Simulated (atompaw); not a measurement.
What one change does to a pseudopotential (antimony (Sb), PAW (atompaw))

atompaw 4.2.0.5 input, output lines left out:

```
Sb 51
GGA-PBE scalarrelativistic loggrid 1500 logderivrange -4 5 226
5 5 4 0 0 0
5 1 1
0 0 0
c
c
c
c
v
c
c
c
v
c
c
2
2.45 1.95 1.65 1.45
y
-0.65
n
y
-0.75
n
y
0.1
y
0.55
n
custom polynom2 7 10 vanderbiltortho besselshape
bessel
2.45
2.45
2.45
2.45
2.05
2.45
```

All-electron outer shells of the reference configuration (PBE, scalar-relativistic, ld1.x):

```tsv
shell	level (eV)	outermost node (bohr)	outermost maximum (bohr)
5s	-29.42	0.95	1.83
5p	-20.08	1.03	2.16
```

Change: augmentation besselshape compensation charge, radius 1.95 bohr; PAW radius 2.45 bohr; waves and projectors: custom rrkj gramschmidtortho.

Cutoffs: the cutoffs (Ry, on a coarse ladder) from which the occupation-weighted sum of valence levels, in a spherical-Bessel basis at the reference potential, stays within 10 and 1 mRy of its value at 400 Ry; they do not see the model core or the augmentation charge, which bear on the density cutoff.

**Question.** What does the change do?

**Answer.** The potential gets softer (10 Ry and 25 Ry → 6 Ry and 10 Ry); the bound ghost in d disappears; the range in which the d phases agree narrows (upper end at the end of the scan → 2.5).

```csv
quantity,base,changed
"cutoff, loose",10 Ry,6 Ry
"cutoff, tight",25 Ry,10 Ry
loose cutoff by channel (10 mRy a level),"s 8 Ry, p 10 Ry","s 6 Ry, p 6 Ry"
bound ghosts,d,none
s: phases at 2.45 bohr within 0.05 rad from the reference energy up to (Ry; the scan ends near 5),2.1,1.8
p: phases at 2.45 bohr within 0.05 rad from the reference energy up to (Ry; the scan ends near 5),3.4,3.2
d: phases at 2.45 bohr within 0.05 rad from the reference energy up to (Ry; the scan ends near 5),to the end of the scan,2.5
lowest overlap eigenvalue by channel,"s 0.72, p 0.93, d 0.25","s 0.34, p 0.55, d 0.06"
```

 A true bound ghost makes a file unfit for plane-wave use even where its test errors are small: the radial tests pick states by their node count and pass the ghost by. The cutoffs see the waves, projectors and local potential, not the compensation charge or the core.
